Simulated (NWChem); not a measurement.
System: C₃H₅ClSi; SMILES C=C=C[SiH2]Cl

Input file for NWChem:

```
start job
memory heap 200 mb stack 900 mb global 1100 mb
geometry units angstroms noautosym nocenter noautoz
  C     -0.213339    -3.232752    -0.473683
  C     -0.277349    -2.076446     0.131870
  C     -0.318527    -0.904013     0.718525
  Si     0.724623     0.507319     0.100058
  Cl    -0.475534     2.059313    -0.617439
  H      0.511039    -3.988468    -0.178613
  H     -0.887480    -3.480642    -1.290447
  H     -0.965907    -0.762038     1.586108
  H      1.584606     0.041957    -1.011035
  H      1.538996     1.090755     1.194041
end
basis spherical
  C library 6-311g**
  Si library 6-311g**
  Cl library 6-311g**
  H library 6-311g**
end
dft
  xc b3lyp
  iterations 150
end
property
  shielding
end
task dft property
```

The geometry was optimised at B3LYP/6-31G* (spherical d). B3LYP is NWChem's, with the RPA form of VWN correlation.

GIAO values for the isolated, static molecule; σ is the absolute isotropic shielding, δ = σ(reference) − σ with the isolated reference molecule computed at the same levels (13C: tetramethylsilane, 1H: tetramethylsilane, 29Si: tetramethylsilane).

Atoms are numbered as in the input.

**Question.** Predict the main results of this run. (B3LYP/6-311G** (spherical d), GIAO.) Quantities: δ C1 (ppm); δ C2 (ppm); δ Si4 (ppm); σ Cl5 (ppm); δ H6 (ppm); δ H9 (ppm); δ H10 (ppm).

**Answer.** 
* **δ C1 (ppm)**: 71.7
* **δ C2 (ppm)**: 228.6
* **δ Si4 (ppm)**: -10.7
* **σ Cl5 (ppm)**: 943.7
* **δ H6 (ppm)**: 4.63
* **δ H9 (ppm)**: 5.27
* **δ H10 (ppm)**: 5.50
